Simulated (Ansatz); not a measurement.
Input and output for BrGeH3, SMILES `[GeH3][Br]`.

```yaml
crystal:
  periodic: [false, false, false]
  atoms:
    - {symbol: Ge, position_ang: [0.156561, -0.001166, -0.144362]}
    - {symbol: Br, position_ang: [-1.615784, -0.174862, 1.501342]}
    - {symbol: H, position_ang: [0.145522, 1.508958, -0.697033]}
    - {symbol: H, position_ang: [-0.170199, -1.061521, -1.308359]}
    - {symbol: H, position_ang: [1.536399, -0.348795, 0.604838]}
basis:
  gaussian: {orbitals: def2-TZVP}
hamiltonian: {xc: {name: wPBEh}}
```

```sh
$ ansatz run in.yaml --threads 4 --pin off --events-out ev --progress --plain --max-ram 10444MiB
```

It prints (some lines left out):

```
Functional definition: wPBEh
946 factors; their error is unknown
56 factors; integrals over basis functions are off by at most 1.7e-6 eV
mean field evaluation 1: about -126597.0971 eV, gradient 1.9e1 eV
mean field evaluation 2: about -126597.0841 eV, gradient 2.2e1 eV
mean field evaluation 4: about -126597.4977 eV, gradient 7.3e-1 eV
mean field evaluation 8: about -126598.2081 eV, gradient 4.1e-1 eV
mean field -126598.20821050 eV, -4652.3983403882 hartree, gradient 4.9e-5 eV, S^2 0.000000; 0 other end points of the search recorded, 0 dependent functions left out
reference -126598.20824588 eV, -4652.3983416886 hartree; 35, 35 occupied and 79, 79 virtual orbitals, 946 factors
Total energy: -126598.20824588 eV, -4652.3983416886 hartree
```

It took 0.75 s on 4 threads of an Arm Neoverse V2 on a shared host, with 0.24 GiB of host memory at the peak.
